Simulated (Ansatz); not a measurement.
Consider the cleavage of the Si–Si bond: `O[SiH](O)[Si](F)(Cl)Cl` + `N[SiH](F)F` → `O[SiH](O)N[SiH](F)F` + `F[SiH](Cl)Cl`.

Program: Ansatz. Geometries: PBE0-D4/def2-TZVP. ΔE: electronic, gas phase. CBS: MP2 limit from def2 TZ/QZ plus the TZ coupled-cluster correction, frozen cores. This one scheme is used for every species. Functionals use def2-TZVPP. One conformer a species, not always the lowest.

CCSD(T)/CBS gives -100.9 kJ/mol.

Problem. Another level gave -108.5 kJ/mol. Which?
A. PBE0-D4/def2-TZVPP
B. PBE/def2-TZVPP
C. CCSD(T)/def2-TZVPP
D. SCS-MP2/def2-TZVPP

Solution. D. SCS-MP2/def2-TZVPP -108.5, PBE0-D4 -85.1, CCSD(T)/def2-TZVPP -103.8, PBE -76.6 kJ/mol.

Largest T1 diagnostic among the species: 0.012.

From PBE to PBE0 (25 % exact exchange), in def2-TZVPP and without D4, ΔE moves by −9.7 kJ/mol. In def2-TZVPP, CCSD(T) changes the Hartree–Fock value by +9.8 kJ/mol (the triples alone add +1.8 kJ/mol) and MP2 by +5.2 kJ/mol.
